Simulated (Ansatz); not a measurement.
Wavefunction ladder for `CSB(O)CF`

| atom | x (Å) | y (Å) | z (Å) |
| --- | --- | --- | --- |
| C1 | 1.7344 | 0.8152 | -0.0036 |
| S2 | 0.9494 | -0.2068 | -1.2726 |
| B3 | -0.6725 | -0.6118 | -0.5757 |
| O4 | -1.5344 | -1.3790 | -1.2821 |
| C5 | -1.1140 | -0.0905 | 0.8479 |
| F6 | -2.3875 | -0.5031 | 1.1971 |
| H7 | 1.8527 | 0.2655 | 0.9292 |
| H8 | 2.7213 | 1.0786 | -0.3815 |
| H9 | 1.1708 | 1.7308 | 0.1706 |
| H10 | -1.2086 | -1.6649 | -2.1397 |
| H11 | -1.0912 | 1.0065 | 0.8867 |
| H12 | -0.4203 | -0.4406 | 1.6236 |

The species carries charge 0 and has multiplicity 1. All single points use the PBE0-D4/def2-TZVP geometry. It is one conformer, not always the lowest. Frozen core, restricted reference, Ansatz. CBS rows extrapolate triple and quadruple zeta; past MP2 they add the triple-zeta difference.

```csv
basis,HF (Eh),MP2 corr.,CCSD corr.,(T),CCSD(T) total
def2-TZVPP,-675.95182,-1.10551,-1.14975,-0.04464,-677.14621
def2-QZVPP,-675.97566,-1.19391,–,–,–
CBS(def2),-675.97895,-1.25939,-1.30363,as TZ,-677.32722
```
